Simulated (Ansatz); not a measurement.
Ag3S⁺ (the lowest singlet isomer of a short search) was relaxed with B3LYP-D4 (def2-SVP) in Ansatz in these states: charge +1 quintet, charge +1 singlet, charge +1 triplet. The geometries follow in no particular order.

In the def2 sets Ag takes a core potential; there is no spin–orbit coupling.

A:

```xyz
4

Ag   -1.850   -1.755    3.194
Ag   -0.577   -0.542    0.998
Ag    1.880    1.775   -3.246
S     0.548    0.522   -0.945
```

B:

```csv
atom,x (Å),y (Å),z (Å)
Ag1,-1.192,0.612,-2.097
Ag2,-1.297,-0.542,2.054
Ag3,2.488,-0.071,0.043
S4,0.001,0.001,0.001
```

C:

| atom | x (Å) | y (Å) | z (Å) |
| --- | --- | --- | --- |
| Ag1 | 0.923 | 1.831 | -0.522 |
| Ag2 | 0.016 | -1.564 | -1.425 |
| Ag3 | -0.097 | -0.519 | 2.049 |
| S4 | -0.842 | 0.252 | -0.103 |

Problem. Judge from the bond lengths which geometry belongs to which state (an estimate).

Solution. A is the charge +1 quintet (Ag1–S4 5.298 Å, Ag3–S4 2.939 Å, Ag2–S4 2.484 Å); B is the charge +1 triplet (Ag1–S4 2.489 Å, Ag3–S4 2.489 Å, Ag2–S4 2.489 Å); C is the charge +1 singlet (Ag1–S4 2.405 Å, Ag3–S4 2.405 Å, Ag2–S4 2.405 Å).
